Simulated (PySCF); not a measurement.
# Core binding energy against partial charge

C₅H₈OSi.
Geometry (PBE0-D3(BJ)/def2-SVP, Å), atoms numbered from 1 in this order:
```xyz
15
C5H8OSi angstrom
C      3.7221   -0.4416   -0.2409
C      2.4987   -0.7273   -0.7110
C      1.3022   -0.1016   -0.2694
C      0.2642    0.4304    0.1002
Si    -1.2999    1.2138    0.6464
O     -2.5722    0.1607    0.4856
C     -2.9295   -0.4677   -0.7140
H      4.6034   -0.9581   -0.6280
H      3.8722    0.3124    0.5357
H      2.3828   -1.4893   -1.4914
H     -1.5138    2.4377   -0.1853
H     -1.2239    1.5619    2.0878
H     -3.7789   -1.1397   -0.5200
H     -3.2401    0.2607   -1.4860
H     -2.1005   -1.0710   -1.1266
```

Binding energies: delta-SCF UKS SCAN, pcX-2 on the ionised atom, pcseg-1 elsewhere, spin-free X2C in PySCF 2.14.0. Charges: PBE0/pcSseg-1 ground-state density, for the ionised atom.

```tsv
atom	environment	C 1s (eV)	Mulliken (e)	IAO (e)	Hirshfeld (e)	ESP (e)
C4	alkyne carbon	289.63	-0.413	-0.386	-0.166	-0.301
C1	terminal =CH2 carbon	290.39	-0.141	-0.271	-0.069	-0.396
C3	alkyne carbon	290.52	+0.170	+0.004	-0.024	+0.047
C2	alkene CH carbon	291.42	-0.304	-0.157	-0.034	-0.096
C7	methoxy carbon	292.31	-0.025	-0.193	-0.034	-0.069
```

Problem. Give the correlation coefficient and slope of binding energy on charge for each scheme.

Solution. Hirshfeld: r = 0.72, slope 12.7 eV per e; ESP: r = 0.51, slope 2.9 eV per e; IAO: r = 0.38, slope 2.7 eV per e; Mulliken: r = 0.33, slope 1.5 eV per e. Hirshfeld charges have the highest r, on only 5 points.

Problem. The point-charge model writes a binding energy as kq + V + constant, with V the potential of the other atoms' charges at the site. What does it give with the Hirshfeld charges?

Solution. V = Σ 14.40 eV Å × q/r over all other atoms: +1.52 eV at C4, +1.14 eV at C1, -0.95 eV at C3, +0.19 eV at C2, +0.17 eV at C7. Fitting binding energy − V to q gives k = 26.0 eV per e and leaves an rms residual of 0.64 eV, against 0.64 eV for the fit on q alone. The model has no term for differences in relaxation between sites.

The unrestricted hole states depart most from a pure doublet (⟨S²⟩ = 0.75; over 0.85 named) for C 1s of C4 (0.86), C 1s of C3 (0.92) and C 1s of C2 (0.92), which makes these values less certain. One conformer (not necessarily the lowest) at the PBE0-D3(BJ)/def2-SVP geometry, without solvent, vibrations or thermal averaging.
